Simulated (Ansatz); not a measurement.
Born–Oppenheimer molecular dynamics of FH$_{5}$N$_{2}$Si (9 atoms, charge 0, multiplicity 1). It starts from a relaxed structure.

These are results of RKS PBE0-D4/STO-3G (Ansatz 0.2.0), not measurements.

```
ensemble                      : NVE (velocity Verlet)
time step                     : 0.5 fs
steps asked                   : 166
starting velocities drawn for : 1500 K
seed                          : 781383
```

First frame:

```xyz
9
Properties=species:S:1:pos:R:3
Si -0.013 -0.026 -0.062
F -0.057 0.090 1.567
H 1.340 0.056 -0.567
N -0.917 1.284 -0.805
H -1.824 1.481 -0.331
H -0.399 2.189 -0.784
N -0.664 -1.607 -0.463
H -1.697 -1.654 -0.318
H -0.534 -1.813 -1.477
```

How far do the bonds stretch over the last three quarters of this one trajectory? (Pairs bonded in most of those frames.)


| bond | mean (Å) | spread (Å) | shortest | longest |
| --- | --- | --- | --- | --- |
| Si1–F2 | 1.639 | 0.039 | 1.58 | 1.71 |
| Si1–H3 | 1.483 | 0.125 | 1.30 | 1.66 |
| Si1–N4 | 1.758 | 0.046 | 1.67 | 1.84 |
| Si1–N7 | 1.750 | 0.007 | 1.74 | 1.76 |
| N4–H5 | 1.050 | 0.045 | 0.96 | 1.13 |
| N4–H6 | 1.053 | 0.046 | 0.97 | 1.13 |
| N7–H8 | 1.040 | 0.011 | 1.02 | 1.06 |
| N7–H9 | 1.040 | 0.011 | 1.02 | 1.06 |

Mean temperature of the second half: 770 K. The conserved energy stayed within 1.8 meV per atom of its start (net change 0.75 meV per atom), so the integration is sound. Over the second half the temperature averaged 0.51 of the 1500 K drawn at the start: a run that starts near a minimum puts about half its kinetic energy into the potential. A run of 0.083 ps of so small a system gives no equilibrium averages. Limits of this set-up: minimal basis.

The run took 3.9 min on 1 thread of Arm Neoverse V1, on a shared host, peak memory 0.086 GiB.
